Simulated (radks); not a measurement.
Values are calculated unless marked as measured or tabulated.
Ionisation of Zr, [Kr] 4d2 5s2, to Zr+, [Kr] 4d2 5s1, under several functionals. Dirac Kohn-Sham, spin-unpolarised, spherical densities, point nucleus; open shells fill j = l - 1/2 first; a radial shooting solver on a logarithmic mesh with Libxc functionals.

| functional | E(Zr) (hartree) | Exc (hartree) | IE (eV) | -e(HOMO) (eV) | <r> HOMO (bohr) | IE error (eV) |
|---|---|---|---|---|---|---|
| exchange-only B88 | -3597.52737 | -112.61973 | 6.496 | 2.836 | 2.333 | -0.138 |
| XLYP | -3599.88446 | -115.01464 | 7.063 | 3.489 | 2.294 | +0.429 |
| exchange-only LDA | -3591.37215 | -106.37291 | 6.425 | 2.727 | 2.340 | -0.210 |
| BLYP | -3599.47330 | -114.59755 | 7.047 | 3.467 | 2.294 | +0.412 |
| AM05 | -3595.21117 | -110.27975 | 7.084 | 3.619 | 2.280 | +0.450 |

NIST Atomic Spectra Database: 6.634 eV (measured). Closest: exchange-only B88. The Delta-SCF values span 0.66 eV, the total energies 8.51 hartree. The highest occupied level is 4d3/2. Spin polarisation and multiplet splitting are left out, so open shells lie too high by an amount that depends on their filling.

Beside tabulated values, note that spin-unpolarised runs miss the spin-polarisation part of the exchange energy of open shells.
